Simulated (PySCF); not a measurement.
Relaxed structures of B₂H₃OF, singlet (PBE0-D4/def2-TZVP; forces vanish, vibrations not checked; lower isomers may exist, and structures with a doubtful reference or unclear bonds are left out; Å). Computed with PySCF 2.14 with density fitting (its default auxiliary sets; JK sets also for MP2 and CCSD(T)) (basis: def2-TZVPP); correlated methods freeze the cores.

**Question.** Rank them by CCSD(T) energy, lowest first, and give each one's height above the lowest. Links in brackets join atoms within 1.22 times the sum of their covalent radii (1.1 for two metals). (To be estimated.)
A.
a complex of B₂H₂O ([BH2][B][O]) + HF
```
7
angstrom
B -1.0853 1.4362 0.6678
O 0.5989 -0.6883 -0.2970
B -0.1064 0.1996 0.1062
F 1.8489 -2.8045 -1.2843
H -1.4804 1.4180 1.7898
H -1.3851 2.3318 -0.0557
H 1.4204 -2.0522 -0.9322
```
B.
B₂H₃OF ([BH2][O][BH][F])
```
7
angstrom
B -0.7432 1.0119 0.4772
O -0.0018 0.0081 -0.0001
B 0.7374 -0.9899 -0.4790
F 0.1284 -2.0569 -0.9742
H -1.0502 0.9961 1.6342
H -1.0674 1.8891 -0.2702
H 1.9291 -0.9406 -0.4696
```
C.
a complex of BH₂F ([BH2][F]) + BHO ([BH][O])
```
7
angstrom
B -1.1081 0.7833 0.4483
O 0.2776 -0.7177 -0.2295
B 1.3088 -1.2750 -0.4802
F -0.2054 1.6868 0.8337
H -1.5780 0.0738 1.2921
H -1.6029 0.9206 -0.6344
H 2.3124 -1.8265 -0.7283
```
D.
B₂H₃OF ([OH2][B][BH][F])
```
7
angstrom
B -0.1752 -0.3094 0.6294
O -0.8029 1.0232 0.4853
B 0.7962 -1.0026 -0.4768
F 0.4528 -2.0199 -1.2907
H -1.2812 1.3892 1.2354
H -0.8203 1.6033 -0.3020
H 1.9870 -0.7921 -0.3621
```

**Answer.** The calculation gives: B (0.000 eV), C (1.478 eV), A (2.792 eV), D (6.131 eV). Heights count from the lowest.

No T1 diagnostic of these runs exceeds 0.018. The restricted Hartree–Fock reference is unstable towards an unrestricted one at one or more of these structures.

For scale, one of the runs: CCSD(T)/def2-TZVPP, 166 basis functions, launched by `OMP_NUM_THREADS=2 python run.py`. Time: 6.3 min of wall clock on 2 CPU threads of an Arm Neoverse V1; the host was shared. Peak host memory: 1.5 GiB.
